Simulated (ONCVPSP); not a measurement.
## LDA (Perdew-Wang 92) ONCV dataset for neon, scalar-relativistic all-electron reference.

ONCVPSP 4.0.1 input, shortened (lines: element, Z, core and valence counts, functional; n l f; lmax; l rc ep ncon nbas qcut; lloc lpopt rc5 dvloc0; l nproj debl; icmod fcfact rcfact), LDA (Perdew-Wang 92), scalar-relativistic:

```
  Ne 10.00    1    2  -001012      upf
    1    0    2.00
    2    0    2.00
    2    1    4.50
    1
    0    0.55    0.00    5    9   11.50
    1    1.40    0.00    4    7    8.20
    4    5    0.50    0.00
    0    2    1.50
    1    1    2.20
    0    0.00    0.00
```

In the s channel the program set the typed energies aside and used -2.430, 0.250 Ha.

All-electron outer shells of the reference configuration (LDA (PZ), scalar-relativistic, ld1.x):

```
shell  level (eV)  outermost node (bohr)  outermost maximum (bohr)
   1s     -861.73                      –                      0.10
   2s      -66.13                   0.22                      0.67
   2p      -43.27                      –                      0.59
```

Task: Does the generator finish with these settings?

Result: Yes, a potential is produced and its reference levels are reproduced.

Task: Estimate the cutoffs (Ha) at which the residual kinetic energy of the hardest occupied pseudo-wave falls to 1 and 0.1 mHa per electron.

Result: 104 Ha and 635 Ha.

Task: What does a ghost test show?

Result: No bound ghost flagged; GHOST(+) flags only above 600 eV.

Task: Which valence shell sets the plane-wave cutoff?

Result: 2s: 104 Ha for 1 mHa per electron, against 31 Ha for 2p.

Task: Tests: 2s2 2p6; 2s2 2p5; 2s2 2p4; 2s2 2p5.5. Which has the largest error in its energy relative to the reference configuration, and how large is it?

Result: 2s2 2p6, with +160 meV (all-electron minus pseudo) on -41.55 eV.
